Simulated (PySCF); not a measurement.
## Potential energy of YbP along the bond

Set-up: basis Yb x2c-TZVPall, P x2c-TZVPall; spin-free X2C with a Gaussian nucleus; PySCF 2.14. Energies in eV from Yb (4f14 6s2) + P in their ground configurations at the same level. State: doublet, about 13.8 electrons in the 4f shell (Mulliken).

All columns are PBE. A positive dipole means Yb(−)P(+).

| R (Å) | E (eV) | μ (D) | Mulliken charge on Yb (basis-dependent) | HOMO (eV) | LUMO (eV) | Mayer bond order | ⟨S²⟩ |
| --- | --- | --- | --- | --- | --- | --- | --- |
| 2.188 | -1.057 | -5.50 | 0.49 | -3.90 | -3.80 | 2.64 | 0.76 |
| 2.290 | -1.390 | -5.92 | 0.49 | -3.77 | -3.64 | 2.52 | 0.76 |
| 2.391 | -1.546 | -6.26 | 0.47 | -3.66 | -3.49 | 2.40 | 0.77 |
| 2.468 | -1.580 | -6.46 | 0.46 | -3.59 | -3.39 | 2.30 | 0.77 |
| 2.544 | -1.560 | -6.64 | 0.45 | -3.54 | -3.30 | 2.21 | 0.78 |
| 2.620 | -1.502 | -6.78 | 0.44 | -3.49 | -3.22 | 2.12 | 0.78 |
| 2.722 | -1.380 | -6.94 | 0.43 | -3.43 | -3.28 | 2.01 | 0.79 |
| 2.849 | -1.183 | -7.11 | 0.42 | -3.36 | -3.37 | 1.88 | 0.81 |
| 3.002 | -0.912 | -7.26 | 0.41 | -3.29 | -3.48 | 1.74 | 0.84 |
| 3.205 | -0.541 | -7.39 | 0.40 | -3.21 | -3.62 | 1.54 | 0.91 |

A fit through these points gives, at Re = 2.475 Å, μ = -6.48 D and dμ/dR = -2.40 D/Å; the reduced mass is 26.29 u.

Problem. How strong is the fundamental in the double-harmonic approximation, I = 42.26·(dμ/dR)²/μred km/mol?

Solution. I = 42.26·(-2.40)²/26.29 = 9.26 km/mol at PBE.

⟨S²⟩ of the unrestricted solution departs from its pure value on part of the curve, where spin states mix. Spin–orbit coupling is left out, which matters for elements this heavy, above all for dissociation energies. With d or f electrons several states lie close, and the lowest PBE0 determinant need not be the measured ground state.

At some distances an empty level lies below a filled one, because the occupation is held.
